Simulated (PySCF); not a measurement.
C3H9AlO, SMILES CC[CH2][AlH][OH]. Atoms are numbered in the order given.

```xyz
14

Al    -0.4402     1.2038     0.5767
H     -2.0060     1.3190     0.8253
O      0.5675     2.5083     1.0358
H      0.2734     3.3297     1.4397
C      0.4377    -0.3464    -0.2328
C     -0.4682    -1.5372    -0.5872
C      0.2820    -2.7096    -1.2213
H      1.2450    -0.6727     0.4515
H      0.9717     0.0054    -1.1374
H     -0.9929    -1.8915     0.3189
H     -1.2696    -1.2072    -1.2734
H      0.7825    -2.4000    -2.1541
H     -0.3934    -3.5467    -1.4636
H      1.0626    -3.0924    -0.5426
```

Geometry optimised at B3LYP-D3(BJ)/def2-SVP. The structure was generated by enumeration; whether it is a known compound was not checked. One conformer was computed; it need not be the lowest.

These are PySCF with PBE0/def2-TZVP values and carry that method's errors.

Isolated molecule, no solvent.

Computed frontier levels, gap, dipole moment and polarisability:
highest occupied level: -7.55 eV
lowest empty level: -0.52 eV
orbital gap: 7.03 eV
dipole moment: 0.60 D
quadrupole, principal values (traceless, Buckingham form, about the centre of nuclear charge): -7.92, 3.70, 4.22 D·Å
mean static polarisability: 66.7 bohr³ (9.88 Å³)
polarisability, principal values: 55.5, 63.3, 81.3 bohr³
